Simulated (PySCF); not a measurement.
Atomic charges against the basis set

Compound: C6H8OS.
Geometry (PBE0-D3(BJ)/def2-SVP, Å), atoms numbered from 1 in this order:
```xyz
16
C6H8OS angstrom
C      2.4270    0.9743    0.1119
S      2.0219   -0.1066   -1.2749
C      0.8071   -1.2145   -0.4763
C     -0.5273   -0.6184   -0.2461
C     -1.7184   -0.7119   -0.9098
C     -2.6346    0.1370   -0.2145
C     -1.9302    0.6801    0.8168
O     -0.6580    0.2284    0.8041
H      3.1608    1.7019   -0.2631
H      1.5415    1.5129    0.4764
H      2.8818    0.4085    0.9395
H      0.7063   -2.0703   -1.1581
H      1.2379   -1.5873    0.4674
H     -1.9130   -1.3140   -1.7947
H     -3.6816    0.3163   -0.4493
H     -2.1867    1.3723    1.6144
```

PBE0 throughout (PySCF), one geometry, spherical d and f functions. Isolated species at its PBE0-D3(BJ)/def2-SVP geometry (one conformer only). The first 7 of 13 kinds of atom are listed.

Mulliken charges (e):

| basis | functions | C1 | S2 | C3 | C4 | C5 | C6 | C7 |
| --- | --- | --- | --- | --- | --- | --- | --- | --- |
| STO-3G | 52 | -0.321 | +0.148 | -0.238 | +0.080 | -0.128 | -0.124 | -0.006 |
| pcSseg-0 | 92 | -0.909 | +0.227 | -0.742 | +0.260 | -0.208 | -0.317 | +0.117 |
| 6-31G | 92 | -0.746 | +0.275 | -0.669 | +0.302 | -0.165 | -0.241 | +0.083 |
| 6-31G* | 132 | -0.684 | +0.133 | -0.606 | +0.363 | -0.235 | -0.231 | +0.055 |
| cc-pVDZ | 156 | -0.192 | -0.052 | -0.137 | +0.132 | -0.064 | -0.041 | +0.096 |
| def2-SVP | 156 | -0.173 | -0.102 | -0.089 | +0.106 | -0.077 | -0.065 | +0.121 |
| pcSseg-1 | 183 | -0.400 | -0.031 | -0.278 | +0.190 | -0.166 | -0.157 | +0.148 |
| aug-cc-pVDZ | 260 | +0.272 | +0.319 | +0.009 | +0.239 | +0.887 | +0.633 | +0.328 |
| 6-311+G(2d,p) | 272 | -0.673 | +0.078 | -0.481 | +0.634 | -0.406 | -0.124 | +0.011 |
| def2-TZVP | 302 | -0.381 | -0.094 | -0.235 | +0.227 | -0.251 | -0.136 | -0.045 |

IAO charges (e):

```tsv
basis	functions	C1	S2	C3	C4	C5	C6	C7
STO-3G	52	-0.494	+0.207	-0.369	+0.071	-0.197	-0.198	-0.049
pcSseg-0	92	-0.519	+0.065	-0.366	+0.139	-0.218	-0.217	-0.007
6-31G	92	-0.521	+0.059	-0.360	+0.141	-0.220	-0.214	-0.020
6-31G*	132	-0.505	+0.083	-0.354	+0.159	-0.217	-0.211	+0.004
cc-pVDZ	156	-0.502	+0.086	-0.352	+0.161	-0.224	-0.216	+0.001
def2-SVP	156	-0.493	+0.089	-0.349	+0.161	-0.220	-0.212	+0.004
pcSseg-1	183	-0.504	+0.087	-0.352	+0.157	-0.224	-0.216	0.000
aug-cc-pVDZ	260	-0.509	+0.077	-0.354	+0.163	-0.229	-0.221	-0.003
6-311+G(2d,p)	272	-0.517	+0.088	-0.360	+0.164	-0.229	-0.220	-0.002
def2-TZVP	302	-0.519	+0.095	-0.363	+0.166	-0.230	-0.220	0.000
```

Hirshfeld charges (e):

| basis | functions | C1 | S2 | C3 | C4 | C5 | C6 | C7 |
| --- | --- | --- | --- | --- | --- | --- | --- | --- |
| STO-3G | 52 | -0.046 | +0.005 | -0.012 | +0.025 | -0.081 | -0.074 | -0.001 |
| pcSseg-0 | 92 | -0.111 | -0.022 | -0.063 | +0.045 | -0.092 | -0.088 | -0.001 |
| 6-31G | 92 | -0.105 | -0.059 | -0.058 | +0.048 | -0.090 | -0.087 | -0.002 |
| 6-31G* | 132 | -0.103 | -0.068 | -0.057 | +0.050 | -0.090 | -0.087 | 0.000 |
| cc-pVDZ | 156 | -0.119 | -0.025 | -0.073 | +0.048 | -0.093 | -0.090 | -0.003 |
| def2-SVP | 156 | -0.122 | -0.014 | -0.076 | +0.050 | -0.094 | -0.090 | -0.001 |
| pcSseg-1 | 183 | -0.125 | -0.018 | -0.079 | +0.051 | -0.092 | -0.090 | +0.002 |
| aug-cc-pVDZ | 260 | -0.136 | -0.005 | -0.089 | +0.046 | -0.093 | -0.092 | +0.001 |
| 6-311+G(2d,p) | 272 | -0.128 | -0.010 | -0.086 | +0.043 | -0.092 | -0.091 | +0.001 |
| def2-TZVP | 302 | -0.130 | -0.014 | -0.085 | +0.047 | -0.093 | -0.091 | 0.000 |

**Question.** Which scheme is steadiest as the basis changes?

**Answer.** Largest range over the bases for any column: Hirshfeld 0.09 e, IAO 0.15 e, Mulliken 1.29 e. Hirshfeld charges move least and Mulliken charges most, counted in e. Without the minimal STO-3G basis the ranges are Hirshfeld 0.06, IAO 0.04, Mulliken 1.29 e.

**Question.** How much do the charges still move between the two largest bases, 6-311+G(2d,p) and def2-TZVP?

**Answer.** At most, over all atoms: Mulliken 0.407 e, IAO 0.007 e, Hirshfeld 0.005 e.

**Question.** What do the same runs give for the total energy, the frontier levels and the dipole moment?

**Answer.** 
```csv
basis,energy (Eh),HOMO (eV),LUMO (eV),μ (D)
STO-3G,-698.1440,-3.27,3.28,0.68
pcSseg-0,-705.1684,-6.40,-0.02,1.68
6-31G,-706.2057,-6.17,0.25,1.71
6-31G*,-706.3213,-6.03,0.36,1.53
cc-pVDZ,-706.3683,-6.09,0.22,1.30
def2-SVP,-705.9986,-6.13,0.16,1.27
pcSseg-1,-706.2907,-6.26,-0.01,1.37
aug-cc-pVDZ,-706.3869,-6.23,-0.18,1.34
"6-311+G(2d,p)",-706.4430,-6.22,-0.15,1.32
def2-TZVP,-706.4720,-6.20,-0.02,1.28
```

The dipole is fixed by the density alone, so its range of 1.03 D shows that the density itself changes with the basis, not only its division among atoms.
